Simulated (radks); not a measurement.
The numbers below are computed, except where a source is named.
I V, 49 electrons, occupied as [Kr] 4d10 5s2 5p1.

Level of theory: scalar-relativistic Kohn-Sham, BLYP, spin-polarised, spherical densities, point nucleus; open shells are filled with parallel spins first (spin-orbit coupling, left out, can overturn this in heavy ions) (a radial shooting solver on a logarithmic mesh with Libxc functionals).

Energy parts (eV):
total: -193566.172
kinetic: 203197.635
electron-nucleus: -466139.566
Hartree: 74282.681
exchange-correlation: -4906.923

Orbitals (lengths in bohr, moments of r in powers of bohr; r(90%) holds 90 % of the orbital's charge):
orbital,occ.,eigenvalue (eV),r(90%),<r^2>
1s up,1,-33036.07,0.0490,0.001005
1s down,1,-33036.02,0.0490,0.001005
2s up,1,-5142.717,0.181,0.01619
2s down,1,-5142.695,0.181,0.01619
2p up,3,-4620.794,0.167,0.01282
2p down,3,-4620.755,0.167,0.01282
3s up,1,-1073.899,0.461,0.1128
3s down,1,-1073.857,0.461,0.1128
3p up,3,-904.7997,0.468,0.1130
3p down,3,-904.7518,0.468,0.1130
3d up,5,-651.4699,0.453,0.09856
3d down,5,-651.4243,0.453,0.09856
4s up,1,-225.3966,1.07,0.6171
4s down,1,-225.2934,1.07,0.6169
4p up,3,-172.3219,1.16,0.7120
4p down,3,-172.2116,1.16,0.7113
4d up,5,-94.8484,1.39,0.9743
4d down,5,-94.6727,1.39,0.9690
5s up,1,-57.9480,2.55,3.569
5s down,1,-56.9967,2.55,3.563
5p up,1,-45.1518,2.92,4.630
5p down,0,-44.1612,2.94,4.667

The highest occupied level is 5p up at -45.152 eV. The density falls to 0.001 e/bohr^3 at r = 3.39 bohr.
